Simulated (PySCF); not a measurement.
**Polarisability and C₆ of I (iodine, neutral)**

[Kr] 4d10 5s2 5p5, 2P determinant. All numbers are calculated (PySCF 2.14, a scalar-relativistic core potential, in aug-cc-pVQZ-PP with one added diffuse shell each of s, p, d, f, g type with ECP28MDF (8s8p6d4f3g, 117 functions)). Coupled (time-dependent) response in atomic units; α is the mean over directions.

```json
{"method": "UHF", "mean α (bohr³)": "31.97", "α xx, yy, zz": "29.63, 33.13, 33.13", "C₆ (like pair)": "342.8", "S(−4)": "201.1"}
{"method": "PBE", "mean α (bohr³)": "34.76", "α xx, yy, zz": "31.68, 36.30, 36.30", "C₆ (like pair)": "377.0", "S(−4)": "266.2"}
{"method": "PBE0", "mean α (bohr³)": "33.30", "α xx, yy, zz": "30.56, 34.67, 34.67", "C₆ (like pair)": "358.8", "S(−4)": "231.1"}
```

S(−4) is the Cauchy moment in α(ω) = α(0) + S(−4) ω² + …

Reference α: 32.9 ± 1.3 bohr³ (recommended; Schwerdtfeger and Nagle, table of static dipole polarizabilities (2023 update)). Published C₆: 385.0 (Chu and Dalgarno (2004); Tang, Norbeck and Certain (1976)).

Spin-orbit coupling is absent.

α(iu) at PBE0:

```
u (hartree)  α(iu) (bohr³)
          0          33.30
     0.0500          32.73
      0.100          31.19
      0.200          26.51
      0.300          21.60
      0.500          14.17
      0.750          8.909
       1.00          6.075
       1.50          3.395
       2.00          2.220
       3.00          1.209
       5.00         0.5399
```

The components differ because the open shell of this determinant is not spherical; for a pure term their mean is the scalar polarisability.

Energies and moments cover only the electrons outside the core potential.
